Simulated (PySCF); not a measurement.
# Stretching KCa⁺

Set-up: PySCF, spin-free X2C with a Gaussian nucleus, basis sets K x2c-SVPall, Ca x2c-SVPall. Energies in eV from K⁺ + Ca in their ground configurations at the same level. State: ¹Σ⁺ (singlet), closed shell.

All columns are PBE0. A positive dipole points towards Ca; it is taken about the centre of mass and depends on that origin.

```json
{"R (Å)": "3.544", "E (eV)": "-0.408", "μ (D)": "-2.02", "Mulliken charge on K (basis-dependent)": "0.66", "HOMO (eV)": "-8.36", "LUMO (eV)": "-5.17", "Mayer bond order": "0.58", "⟨S²⟩": "0.00"}
{"R (Å)": "3.709", "E (eV)": "-0.491", "μ (D)": "-2.28", "Mulliken charge on K (basis-dependent)": "0.65", "HOMO (eV)": "-8.27", "LUMO (eV)": "-5.17", "Mayer bond order": "0.59", "⟨S²⟩": "0.00"}
{"R (Å)": "3.874", "E (eV)": "-0.537", "μ (D)": "-2.59", "Mulliken charge on K (basis-dependent)": "0.65", "HOMO (eV)": "-8.17", "LUMO (eV)": "-5.17", "Mayer bond order": "0.59", "⟨S²⟩": "0.00"}
{"R (Å)": "3.997", "E (eV)": "-0.553", "μ (D)": "-2.86", "Mulliken charge on K (basis-dependent)": "0.65", "HOMO (eV)": "-8.10", "LUMO (eV)": "-5.17", "Mayer bond order": "0.58", "⟨S²⟩": "0.00"}
{"R (Å)": "4.121", "E (eV)": "-0.558", "μ (D)": "-3.16", "Mulliken charge on K (basis-dependent)": "0.66", "HOMO (eV)": "-8.03", "LUMO (eV)": "-5.17", "Mayer bond order": "0.57", "⟨S²⟩": "0.00"}
{"R (Å)": "4.245", "E (eV)": "-0.553", "μ (D)": "-3.48", "Mulliken charge on K (basis-dependent)": "0.67", "HOMO (eV)": "-7.96", "LUMO (eV)": "-5.16", "Mayer bond order": "0.56", "⟨S²⟩": "0.00"}
{"R (Å)": "4.410", "E (eV)": "-0.536", "μ (D)": "-3.94", "Mulliken charge on K (basis-dependent)": "0.68", "HOMO (eV)": "-7.86", "LUMO (eV)": "-5.16", "Mayer bond order": "0.54", "⟨S²⟩": "0.00"}
{"R (Å)": "4.615", "E (eV)": "-0.504", "μ (D)": "-4.56", "Mulliken charge on K (basis-dependent)": "0.70", "HOMO (eV)": "-7.74", "LUMO (eV)": "-5.16", "Mayer bond order": "0.51", "⟨S²⟩": "0.00"}
{"R (Å)": "4.863", "E (eV)": "-0.455", "μ (D)": "-5.36", "Mulliken charge on K (basis-dependent)": "0.73", "HOMO (eV)": "-7.60", "LUMO (eV)": "-5.17", "Mayer bond order": "0.47", "⟨S²⟩": "0.00"}
{"R (Å)": "5.192", "E (eV)": "-0.385", "μ (D)": "-6.50", "Mulliken charge on K (basis-dependent)": "0.77", "HOMO (eV)": "-7.43", "LUMO (eV)": "-5.19", "Mayer bond order": "0.41", "⟨S²⟩": "0.00"}
```

A fit through these points gives, at Re = 4.114 Å, μ = -3.14 D and dμ/dR = -2.49 D/Å; the reduced mass is 19.73 u.

Task: How strong is the fundamental in the double-harmonic approximation, I = 42.26·(dμ/dR)²/μred km/mol?

Result: I = 42.26·(-2.49)²/19.73 = 13.3 km/mol at PBE0.

Closed-shell solutions of metal pairs were not tested for spin polarisation, which can lower them a little. For an ion De counts to the pair picked by the measured ionisation energies or electron affinities, which need not be the lowest pair at this level.
